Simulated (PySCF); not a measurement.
A calculated (PBE, PySCF 2.14, aug-cc-pwCVTZ-DK, the spin-free X2C one-electron Hamiltonian (Gaussian nucleus)) atom or ion has these occupied shells.

| shell | electrons | orbital energy (eV) | rms radius, mean of both spins (bohr) |
| --- | --- | --- | --- |
| 1s β | 1 | -6417.7 | 0.0703 |
| 1s α | 1 | -6417.7 | 0.0703 |
| 2s α | 1 | -736.29 | 0.304 |
| 2s β | 1 | -735.17 | 0.304 |
| 2p α | 3 | -622.60 | 0.274 |
| 2p β | 3 | -621.75 | 0.274 |
| 3s α | 1 | -80.233 | 0.923 |
| 3s β | 1 | -77.326 | 0.923 |
| 3p α | 3 | -49.186 | 0.999 |
| 3p β | 3 | -46.319 | 0.999 |
| 3d α | 5 | -2.482 | 2.06 |
| 3d β | 2 | -0.818 | 2.06 |

Question: Name the element and its charge.

Answer: Mn (manganese, neutral), in [Ar] 3d7, high-spin 4F determinant (an excited configuration).
